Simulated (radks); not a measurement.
Values are calculated unless marked as measured or tabulated.
The cobalt ion Co+ inside a hard spherical wall (all orbitals vanish at R), configuration held at [Ar] 3d8 and not refilled when levels cross. Level of theory: scalar-relativistic Kohn-Sham, PBEsol, spin-polarised, spherical densities, finite nucleus; open shells are filled with parallel spins first; Fermi nuclear charge, rms radius 3.7875 fm (a radial shooting solver on a logarithmic mesh with Libxc functionals). Eigenvalues in eV for spin up, with the zero of energy where the potential of the charges vanishes at infinity; a dash marks a level that is unbound or too diffuse for the functional's potential to be trusted. A positive occupied level is held by the wall or, in an anion where self-interaction has pushed it up, behind a barrier. The pressure on the wall is -dE/dV.

R (bohr)  E (hartree)  kinetic (hartree)    e(2p)    e(3s)    e(3p)    e(3d)  e(4s, empty)  e(4p, empty)  pressure (GPa)
free      -1391.69366           1409.485  -772.16  -106.19  -69.724  -13.007       -11.306        -6.371               0
20        -1391.69366           1409.485  -772.16  -106.19  -69.724  -13.007       -11.306        -6.371        < 0.0001
8         -1391.69358           1409.486  -772.15  -106.19  -69.715  -12.998       -11.290        -6.249         0.00441
7         -1391.69328           1409.489  -772.12  -106.16  -69.686  -12.971       -11.238        -6.039          0.0301
5         -1391.68343           1409.557  -771.54  -105.63  -69.167  -12.487       -10.276        -3.990            1.58
4         -1391.63954           1409.791  -769.93  -104.20  -67.781  -11.151        -7.469         0.361            13.4
3         -1391.37599           1410.932  -764.02  -99.397  -63.119   -6.299         4.049        15.369             155
